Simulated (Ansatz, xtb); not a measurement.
# Ranking isomers of BH5O2Si2

6 gas-phase structures of BH5O2Si2, found in a search over its isomers (lower ones may exist). Each was relaxed with GFN2-xTB; where two conformers were screened, the lower at r2SCAN-D4/def2-SVP is listed:

A. `O=B[SiH2]O[SiH3]`, a singlet
B. a singlet given by its coordinates
C. `BO[SiH2][SiH]=O`, a singlet
D. `B1O[SiH2][SiH2]O1`, a singlet
E. `B1O[SiH2]O[SiH2]1`, a singlet
F. `O=[SiH]BO[SiH3]`, a singlet

B (Å):

| atom | x (Å) | y (Å) | z (Å) |
| --- | --- | --- | --- |
| B | -0.7838 | 2.0931 | -2.7357 |
| O | -1.2105 | 3.1372 | -3.1468 |
| O | -0.3246 | 0.9847 | -2.2991 |
| Si | 0.2984 | -0.3265 | -1.5537 |
| Si | 1.7852 | 0.4215 | 0.0451 |
| H | 0.8509 | -1.0976 | -2.6746 |
| H | -0.8901 | -1.0388 | -1.0660 |
| H | 2.5342 | -0.7134 | 0.5956 |
| H | 1.1350 | 1.0862 | 1.1824 |
| H | 2.7766 | 1.3753 | -0.4694 |

Close contacts (Å): B1–O2 1.20, B1–O3 1.28, O3–Si4 1.63, Si4–Si5 2.31, Si4–H6 1.47, Si4–H7 1.47, Si5–H8 1.47, Si5–H9 1.47, Si5–H10 1.47.

Question: Make a reasoned guess at their ranking by r2SCAN-D4/def2-SVP single-point energy.

Answer: Calculated order at r2SCAN-D4/def2-SVP: D (0.0), E (13.8), B (24.6), A (29.4), C (75.2), F (76.5) kcal/mol.

Energies above the lowest of each column, in kcal/mol; the last columns are at PBE0-D3(BJ)/def2-SVP geometries and were run for some of them only (a dash: not run or not comparable):

| structure | GFN2-xTB | HF/STO-3G | r2SCAN-D4/def2-SVP | PBE0-D3(BJ)/def2-SVP | CCSD(T)/def2-SVP + ΔMP2/def2-TZVPP |
| --- | --- | --- | --- | --- | --- |
| D | 0.0 | 0.0 | 0.0 | 0.0 | 0.0 |
| E | 4.5 | 29.7 | 13.8 | 13.6 | 6.8 |
| B | 23.6 | 32.2 | 24.6 | 27.2 | 29.9 |
| A | 18.7 | 56.1 | 29.4 | – | – |
| C | 24.9 | 112.7 | 75.2 | – | – |
| F | 24.8 | 119.4 | 76.5 | – | – |

Every level run on D puts it lowest or level with the lowest. Flexible structures stand in one conformer each, not always the lowest. B keeps a small imaginary mode. Frequencies (PBE0-D3(BJ)/def2-SVP) were run for B, D, E alone. The ΔMP2 step shifts differences by up to 11.4 kcal/mol, which makes them less sure. ΔMP2 is the change of the MP2 energy from the smaller to the larger basis.

Over these structures GFN2-xTB departs from r2SCAN-D4/def2-SVP by 20.3 kcal/mol on average once a common shift is removed. A GFN2-xTB relaxation took about 0.27 s and the r2SCAN-D4/def2-SVP energy about 2.4 s on a shared host (Ansatz 0.2.0, xtb 6.7.1).
